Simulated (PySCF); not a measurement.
Level of theory: PySCF 2.14.0 with B3LYP-D3(BJ)/def2-TZVP // r2SCAN-D4/def2-SVP. All species are isolated molecules in the gas phase. One relaxed conformer stands for a flexible species; it need not be the lowest. B3LYP has the VWN-RPA correlation part, as in Gaussian. 

Reference species: [Ta(F)3(OH)2] (neutral, multiplicity 1).

The coordination number comes out as 5 and the HOMO is -9.94 eV. The HOMO–LUMO gap comes out as 7.95 eV.

After one change: the coordination number is nearly the same; the HOMO falls by 0.42 eV; the HOMO–LUMO gap increases by 0.29 eV.

Q: Which change was made? The new species is one of these.
(A) [Ta(F)(OH)4]
(B) [Ta(F)2(OH)3]
(C) [Ta(F)4(OH)]
(D) [Ta(OH)5]

A: C, [Ta(F)4(OH)]
